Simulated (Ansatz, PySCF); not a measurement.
CdI, doublet, geometry from GFN2-xTB (such geometries of metal compounds can be far from the true shape) (the spin is typed, not shown lowest) (core potentials on Cd, I). Base run: B97M-V/def2-SVP in PySCF.

Input for PySCF:
```python
from pyscf import gto, scf, dft

mol = gto.M(
    atom='''
Cd   -0.00000000   -0.00000000   -1.49381317
I     0.00000000    0.00000000    1.35288740
''',
    basis='def2-svp',
    ecp={'Cd': 'def2-svp', 'I': 'def2-svp'},
    spin=1,
    verbose=4,
)

mf = dft.UKS(mol)
mf.xc = 'b97m_v'
mf.kernel()
```

The same geometry, method and basis name were run in Ansatz (an electronic-structure program) and PySCF, at each program's defaults and at the settings that a row names. The base is PySCF at its defaults. Differences at the defaults can come from grids, fitting, cores and function types together.

| code and settings | ΔE vs base (µEh) | basis functions | E (Eh) | SCF cycles | dipole (D) |
|---|---|---|---|---|---|
| PySCF, defaults (exact integrals, its default grid, spherical functions) | 0.0 | 57 | -465.43589 | 13 | 3.24 |
| Ansatz, defaults (factorised integrals, its default grid, spherical functions) | 9.6 | 57 | -465.43588 | - | - |
| PySCF, density fitting with def2-universal-jkfit | -105 | 57 | -465.43600 | 13 | 3.24 |
| PySCF, fine grid | 19.9 | 57 | -465.43587 | 13 | 3.24 |
| Ansatz, high accuracy | 10.0 | 57 | -465.43588 | - | - |

Open shells are given as the SCF converged; they aren't shown to be the lowest states, and a large step between rows can be another state.
